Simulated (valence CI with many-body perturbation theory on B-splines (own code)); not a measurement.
Tl58+: what the settings do

Calculated by configuration interaction combined with many-body perturbation theory (CI+MBPT): five valence electrons over a frozen Dirac-Fock core [Ar], a basis of 6 s, 6 p, 5 d, 5 f, 1 g functions for each j, with the one-electron correlation potential Σ1, the two-electron term Σ2, the three-electron term Σ3, Breit, model QED; selected CI, second order for the rest, scaled by the run's own slope (own B-spline code, finite nucleus).

The last digits are not significant, and no measured levels were compared; by estimate large intervals hold to a few tenths of a per cent, small ones and those within an open d or f shell to about a per cent. Among the levels kept, up to 430 cm⁻¹ of a level comes from second order outside the variational space, and about a tenth of that is noise between levels of different J, which matters for small intervals. Only levels of the ground parity were solved; by the run's estimate the other parity begins above the list, which can be wrong where configurations are misplaced.

The reference run has the lowest level (3d3/2^4 3d5/2) J=5/2 and an ionisation energy of 5969.84 eV. Its largest variational space holds 10000 state functions.

Levels are named by their leading jj configuration (3d3/2^4 stands for four electrons in 3d with j = 3/2), which in mixed levels can hold well under half, so a name can repeat and another be missing. Letters in brackets count levels of one name in rising energy.

Changed runs:
A. scale of Σ1 1 → 0.8
B. highest l with Σ1, explicit Σ2 and valence Breit (higher l get mean screening factors) 3 → 2
C. cutoff of virtual states (hartree) 13122 → 220000; scale of Σ1 1 → 0.9
D. factor on the speed of light 1 → 1.1 (bad on purpose)

Excitation energies of the reference run in cm⁻¹, and shifts in cm⁻¹:

| Level | Reference | A | B | C | D |
| --- | --- | --- | --- | --- | --- |
| (3d3/2^3 3d5/2^2) J=5/2 [a] | 767196 | -536 | -380 | -266 | -156159 |
| (3d3/2^3 3d5/2^2) J=7/2 [a] | 868673 | -539 | -131 | -268 | -153143 |
| (3d3/2^3 3d5/2^2) J=11/2 | 876953 | -536 | +30 | -266 | -150023 |
| (3d3/2^3 3d5/2^2) J=3/2 [a] | 888683 | -543 | -128 | -270 | -155577 |
| (3d3/2^3 3d5/2^2) J=9/2 | 931817 | -545 | +77 | -271 | -153337 |
| (3d3/2^3 3d5/2^2) J=5/2 [b] | 969534 | -553 | -46 | -275 | -156057 |
| (3d3/2^3 3d5/2^2) J=7/2 [b] | 1007650 | -553 | +116 | -275 | -154582 |
| (3d3/2^3 3d5/2^2) J=1/2 | 1011310 | -569 | -59 | -283 | -161930 |
| (3d3/2^3 3d5/2^2) J=3/2 [b] | 1176100 | -585 | +502 | -291 | -163822 |
| (3d3/2^2 3d5/2^3) J=5/2 [a] | 1625080 | -1070 | -331 | -532 | -308985 |
| (3d3/2^2 3d5/2^3) J=11/2 | 1705510 | -1076 | -57 | -534 | -306188 |
| (3d3/2^2 3d5/2^3) J=7/2 [a] | 1705600 | -1080 | -206 | -537 | -309464 |
| Ionisation energy (eV) | 5969.84 | -0.45 | -0.11 | -0.23 | +4.69 |
